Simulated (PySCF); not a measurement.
¹⁷O chemical shifts

[PySCF 2.14.0 with density-fitted response routines: shielding tensors at PBE0/pcSseg-1 (GIAO); geometry from GFN2-xTB; in vacuum; one computed conformer; averaged over atoms made equivalent by symmetry, fast rotation or ring inversion; relativity neglected]

Shieldings were converted by a linear fit to measured shifts: ¹⁷O (scatter 10.7 ppm rms, 12.2 ppm with the 3 outliers that the fit left out vs liquid water, solution or neat liquid). Occasional misses reach two or three times the rms, and more in compound classes unlike the fitted ones.

Question: Give the ¹⁷O shifts of `C=C(O[SiH2]O)N1CCCC1`, `C=C(C#C[SiH2]C)CO`.

Answer: 
| compound | environment | δ (ppm) |
| --- | --- | --- |
| [CH2:1]=[C:2]([O:3][SiH2:4][OH:5])[N:6]1[CH2:7][CH2:8][CH2:9][CH2:10]1 | O3: oxygen bonded to C, Si | 78.0 |
| [CH2:1]=[C:2]([O:3][SiH2:4][OH:5])[N:6]1[CH2:7][CH2:8][CH2:9][CH2:10]1 | O5: oxygen bonded to Si, H | -10.7 |
| C=C(C#C[SiH2]C)CO | alcohol oxygen | -7.9 |

Question: Match the shifts 588.3, 490.6, 301.2, 112.2, 49.4, -33.2 ppm to `COc1cc(C)pcp1`, `CC(=O)/C(=C\C#N)CF`, `CO[Si]1(C)C=CC=C1`, `C=C/C=C/C=C/O[SiH3]`, `Fc1oncc1C1CC1`, `C/C=C(/Cl)C(=O)Cl`.

Answer: 588.3: CC(=O)/C(=C\C#N)CF (ketone oxygen); 490.6: C/C=C(/Cl)C(=O)Cl (carbonyl oxygen); 301.2: Fc1oncc1C1CC1 (aromatic ring oxygen); 112.2: COc1cc(C)pcp1 (ether oxygen); 49.4: C=C/C=C/C=C/O[SiH3] (oxygen bonded to C, Si); -33.2: CO[Si]1(C)C=CC=C1 (oxygen bonded to C, Si).
